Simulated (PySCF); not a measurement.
A GIAO shielding run with PySCF 2.14.0 with density-fitted response routines (density fitting, non-relativistic, gas phase) on SMILES C=C/C=C/[SiH2]N([SiH3])[SiH2]Cl, C₄H₁₂ClNSi₃:

```
$ OMP_NUM_THREADS=1 python probes_run.py task.json out

{"job": {"kind": "nmr", "xc": "PBE0", "basis": "pcSseg-1"}, "charge": 0, "multiplicity": 1}
C      3.555426    -0.117097     0.952226
C      2.933017     0.272534    -0.156504
C      1.498557     0.226117    -0.317389
C      0.841804     0.660940    -1.398572
Si    -1.021988     0.625730    -1.599224
N     -1.762061    -0.089671    -0.178309
Si    -1.855212    -1.830948    -0.059454
Si    -2.271095     0.886526     1.155549
Cl    -0.853611     0.907385     2.578161
H      3.005155    -0.492113     1.799491
H      4.625817    -0.067545     1.056971
H      3.499036     0.655271    -0.996977
H      0.942961    -0.186368     0.515439
H      1.425062     1.072109    -2.215022
H     -1.426586    -0.193149    -2.746154
H     -1.564316     1.981946    -1.730157
H     -3.159051    -2.247420    -0.584586
H     -1.729385    -2.211155     1.347777
H     -0.756991    -2.395732    -0.840255
H     -2.461453     2.254896     0.699029
H     -3.474008     0.304686     1.738220
```

Hardware: 1 thread of an Arm Neoverse V1, shared host. The job also computes population analyses, field gradients.

(1) How large is the calculation?

(2) How long does it take, and how much memory does it need?

Results:

(1) 102 electrons, 241 basis functions and 1340 auxiliary functions.

(2) 65 s of wall time, with 13 SCF cycles and 5 response iterations; peak memory 1.1 GiB. Times on a shared host scatter by some tens of per cent.
